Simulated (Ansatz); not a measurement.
One change: `[OH][Ga]([OH])[F]` becomes `[OH][Ga]([OH])[Br]`.

Ansatz, PBE0-D4/def2-TZVP geometries, multiplicity 1. Each molecule was computed in one conformer, which needn't be the lowest.

Scalar relativity is left out up to krypton.

```tsv
property	`[OH][Ga]([OH])[F]`
HOMO energy (B3LYP/def2-TZVPP) / eV	-9.07
HOMO–LUMO gap (PBE/def2-TZVPP) / eV	5.33
LUMO energy (B3LYP/def2-TZVPP) / eV	-1.71
LUMO energy (ωB97M-V/def2-TZVPP) / eV	0.53
HOMO–LUMO gap (ωB97M-V/def2-TZVPP) / eV	12.35
zero-point energy (PBE0-D4/def2-TZVP) / kJ/mol	77.2
```

**Question.** What does the change do to each property? (Best estimate.)

**Answer.** The calculation gave: 
| property | `[OH][Ga]([OH])[Br]` | shift |
| --- | --- | --- |
| HOMO energy (B3LYP/def2-TZVPP) / eV | -8.45 | 0.62 |
| HOMO–LUMO gap (PBE/def2-TZVPP) / eV | 5.14 | -0.19 |
| LUMO energy (B3LYP/def2-TZVPP) / eV | -1.66 | 0.05 |
| LUMO energy (ωB97M-V/def2-TZVPP) / eV | 0.54 | 0.01 |
| HOMO–LUMO gap (ωB97M-V/def2-TZVPP) / eV | 11.51 | -0.84 |
| zero-point energy (PBE0-D4/def2-TZVP) / kJ/mol | 74.3 | -2.9 |

B3LYP here is the variant with VWN-RPA as its local correlation; programs differ in this.

Spin–orbit coupling is left out; it splits and shifts lone-pair levels of the heavy atoms by tenths of an eV.
